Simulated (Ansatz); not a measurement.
Consider the cleavage of the Ga–Si bond: `N#C[SiH2][GaH2]` + CH₃NH₂ → `C[NH][GaH2]` + `N#C[SiH3]`.

Gas-phase electronic energies from Ansatz, PBE0-D4/def2-TZVP geometries. CCSD(T)/CBS is the MP2 limit (def2-TZVPP, def2-QZVPP) plus CCSD(T) − MP2 in def2-TZVPP, frozen cores. This one scheme is used for every species. Functionals use def2-TZVPP. For Ga outer-core shells are correlated without core-valence functions, which leaves a few kJ/mol of doubt a bond. Scalar relativity is left out up to krypton.

```
             level  ΔE (kJ/mol)
           PBE0-D4        -25.6
           ωB97X-V        -37.1
           r2SCANh        -35.1
         CAM-B3LYP        -42.3
RPA@PBE/def2-TZVPP        -44.5
       HF/def2-SVP        -41.8
  CCSD(T)/def2-SVP        -54.0
   CCSD/def2-TZVPP        -40.8
```

(1) What does CCSD(T)/CBS give? (An estimate is asked.)

Largest T1 diagnostic among the species: 0.015.

Results:

(1) Computed: -42.2 kJ/mol. The listed levels differ from it by 16.6, 5.1, 7.1, -0.1, -2.3, 0.4, -11.8, 1.4 kJ/mol.

At CCSD(T), def2-SVP lies −11.8 kJ/mol from the extrapolated value and def2-TZVPP −0.2 kJ/mol. Leaving LDA and LC-ωPBE aside and taking each functional with its dispersion term where it has one, the values, not all of them listed here, spread over 17.3 kJ/mol, from B2PLYP to HSE06-D4. LDA lies −11.2 kJ/mol from PBE without D4. From r2SCAN to r2SCAN0 (25 % exact exchange), in def2-TZVPP and without D4, ΔE moves by +3.1 kJ/mol.
